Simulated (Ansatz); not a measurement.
CH5ClOSi2 (`ClC[SiH]1O[SiH2]1`): the same geometry under several functionals.

```yaml
crystal:
  periodic: [false, false, false]
  atoms:
    - {symbol: Cl, position_ang: [-1.676553, -1.457730, -1.965220]}
    - {symbol: C, position_ang: [-1.425220, -0.066125, -0.871132]}
    - {symbol: Si, position_ang: [-0.138115, -0.523174, 0.410197]}
    - {symbol: O, position_ang: [1.447092, -0.509281, -0.166229]}
    - {symbol: Si, position_ang: [1.557356, 0.756090, 0.961132]}
    - {symbol: H, position_ang: [-2.385758, 0.175225, -0.413593]}
    - {symbol: H, position_ang: [-1.102432, 0.780820, -1.476542]}
    - {symbol: H, position_ang: [-0.533742, -1.776338, 1.094559]}
    - {symbol: H, position_ang: [2.495268, 0.491356, 2.079678]}
    - {symbol: H, position_ang: [1.845103, 2.077957, 0.350050]}
basis:
  gaussian: {orbitals: def2-TZVPP}
hamiltonian: {xc: pbe, dispersion: d4}
output: {forces: true, orbitals: {seedname: orbitals}}
```

```sh
$ ansatz run in.yaml --threads 4 --pin off --events-out ev --progress --plain --max-ram 10444MiB
```

It prints (some lines left out):

```
Functional definition: PBE
1496 factors; their error is unknown
mean field evaluation 1: about -31416.5154 eV, gradient 8.1e1 eV
mean field evaluation 2: about -31324.0196 eV, gradient 2.0e2 eV
mean field evaluation 4: about -31427.8633 eV, gradient 2.8e1 eV
mean field evaluation 8: about -31429.4977 eV, gradient 2.9e-1 eV
mean field evaluation 16: about -31429.4499 eV, gradient 4.0e-3 eV
mean field -31429.44994685 eV, -1155.0109819005 hartree, gradient 5.1e-5 eV, S^2 0.000000; 0 other end points of the search recorded, 0 dependent functions left out
reference -31429.44999358 eV, -1155.0109836175 hartree; 32, 32 occupied and 226, 226 virtual orbitals, 1496 factors
Total energy: -31429.71286338 eV, -1155.0206439046 hartree
Atom 0 at    -1.676553    -1.457730    -1.965220 Å, force    -0.050384    -0.298603    -0.236535 eV/Å
Atom 1 at    -1.425220    -0.066125    -0.871132 Å, force     0.038079     0.082274     0.098628 eV/Å
Atom 2 at    -0.138115    -0.523174     0.410197 Å, force    -0.455981     0.017368     0.201164 eV/Å
Atom 3 at     1.447092    -0.509281    -0.166229 Å, force     0.460916    -0.386119    -0.517194 eV/Å
Atom 4 at     1.557356     0.756090     0.961132 Å, force     0.016247     0.369427     0.337598 eV/Å
Atom 5 at    -2.385758     0.175225    -0.413593 Å, force    -0.192714     0.066487     0.099666 eV/Å
Atom 6 at    -1.102432     0.780820    -1.476542 Å, force     0.062225     0.188412    -0.112005 eV/Å
Atom 7 at    -0.533742    -1.776338     1.094559 Å, force    -0.040090    -0.160026     0.077874 eV/Å
Atom 8 at     2.495268     0.491356     2.079678 Å, force     0.120670    -0.033609     0.128652 eV/Å
Atom 9 at     1.845103     2.077957     0.350050 Å, force     0.041032     0.154388    -0.077848 eV/Å
Dipole moment:    -0.157628     0.370284     0.272572 e Å
```

Hardware: 4 threads of an Arm Neoverse V1 on a shared host. Wall time 2.8 s, peak host memory 0.37 GiB.

Changing it to `hamiltonian: {xc: {name: B3LYP}, dispersion: d4}` (abridged; 6 s):

```
Functional definition: B3LYP
mean field evaluation 16: about -31447.9284 eV, gradient 2.2e-4 eV
mean field -31447.92838816 eV, -1155.6900520936 hartree, gradient 2.6e-5 eV, S^2 0.000000
Total energy: -31448.35573682 eV, -1155.7057568669 hartree
Atom 0 force    -0.079110    -0.324095    -0.289102 eV/Å
Atom 1 force    -0.016288     0.362895     0.196326 eV/Å
Atom 2 force    -0.128809    -0.149415     0.122445 eV/Å
Atom 3 force     0.059849    -0.062561    -0.087108 eV/Å
Atom 4 force     0.169791     0.193865     0.118724 eV/Å
Atom 5 force     0.064375     0.000558    -0.039625 eV/Å
Atom 6 force    -0.036285    -0.049433     0.048496 eV/Å
Atom 7 force     0.018826     0.077514    -0.044124 eV/Å
Atom 8 force    -0.046549     0.026631    -0.068635 eV/Å
Atom 9 force    -0.005799    -0.075960     0.042603 eV/Å
Dipole moment:    -0.171702     0.404599     0.321251 e Å
```

The same input with `hamiltonian: {xc: {name: B2PLYP}}` and no forces (abridged; 6.5 s):

```
Functional definition: B2PLYP
mean field evaluation 16: about -31426.4544 eV, gradient 1.9e-4 eV
mean field -31426.45437051 eV, -1154.9008965005 hartree, gradient 7.2e-6 eV, S^2 0.000000
17 core orbitals not correlated: weight in the atoms' cores, before any rotation towards them, 1.000 or more for the frozen orbitals, at most 0.000 for the correlated occupied ones
second order -27.71603598 eV of doubles, -0.00000000 eV of singles
Total energy: -31433.93789099 eV, -1155.1759108056 hartree
```

B3LYP takes the VWN-RPA correlation (the form of Gaussian; ORCA's B3LYP/G).
